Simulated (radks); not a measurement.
Charge is removed step by step from the 1s1/2 level of the copper ion Cu2+, starting from [Ar] 3d9. Method: Dirac Kohn-Sham, PBEsol, spin-unpolarised, spherical densities, finite nucleus; open shells fill j = l - 1/2 first; Fermi nuclear charge, rms radius 3.8823 fm; computed with a radial shooting solver on a logarithmic mesh with Libxc functionals.

| removed (e) | E - E(0) (eV) | eigenvalue (eV) | E minus straight line (eV) |
|---|---|---|---|
| 0 | 0.000 | -8866.2 | 0.000 |
| 0.125 | 1111.0 | -8910.3 | -19.215 |
| 0.25 | 2227.6 | -8954.3 | -32.923 |
| 0.375 | 3349.6 | -8998.3 | -41.128 |
| 0.5 | 4477.1 | -9042.3 | -43.837 |
| 0.625 | 5610.2 | -9086.1 | -41.062 |
| 0.75 | 6748.7 | -9129.8 | -32.817 |
| 0.875 | 7892.6 | -9173.3 | -19.121 |
| 1 | 9042.0 | -9216.6 | 0.000 |

Removing the whole electron costs 9042.0 eV by Delta-SCF, against 8866.2 eV from minus the eigenvalue at the starting occupation. Slater's transition state (half an electron removed) gives 9042.3 eV. Integrating minus the eigenvalue over the occupation (Janak's theorem) gives 9042.0 eV. The mean slope of the eigenvalue, de/dn, is 350 eV per electron.
